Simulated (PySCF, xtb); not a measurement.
SiHCl₃, SMILES Cl[SiH](Cl)Cl.

Harmonic wavenumbers (cm⁻¹) from GFN2-xTB (xtb) at its own minimum, in rising order: 138, 138, 205, 439, 522, 522, 634, 634, 2326.

Problem. What does PBE-D3(BJ)/def2-SVP (PySCF) give at its own minimum? (The exact figures need the calculation; the answer reports its results.)

Solution. 164, 164, 237, 481, 590, 590, 777, 777, 2239. Paired by order, the mean absolute difference is 71 cm⁻¹ and the zero-point energies are 7.9 and 8.6 kcal/mol.
